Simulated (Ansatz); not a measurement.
System: AlH₃, charge 1, doublet. AlH3+ (parent SMILES [AlH3], doublet).
B3LYP-D3(BJ)/def2-TZVP minimum from Ansatz (a program for electronic structure):
```
Al
H 1 1.5437
H 1 1.6724 2 146.81
H 1 1.6724 2 146.81 3 -180.00
```
Charge +1, spin multiplicity 2.

Total energies in aug-cc-pV(T+d)Z, 5 correlated electrons, 5 frozen orbitals. UHF or UKS for unpaired electrons; spin-orbit terms are left out. Correlated methods leave the cores frozen. No relativity. The UHF reference of H3Al+ (parent SMILES [AlH3], doublet) is spin-contaminated (<S^2> up to 0.04 over the pure value in the sets run). The spin of H3Al+ (parent SMILES [AlH3], doublet) was assumed, and the state is the lowest solution found for it.

```tsv
method	program	energy (Eh)	minus CCSDT(Q) (mEh)
HF	Ansatz	-243.28725	93.31
MP2	Ansatz	-243.35703	23.52
CCSD	Ansatz	-243.37857	1.98
CCSD(T)	Ansatz	-243.38001	0.54
CCSDT(Q)	Ansatz	-243.38055	0.00
```

Rough core times of Ansatz's runs on a shared machine: CCSD(T) under 20 s, CCSDT(Q) 9 min.
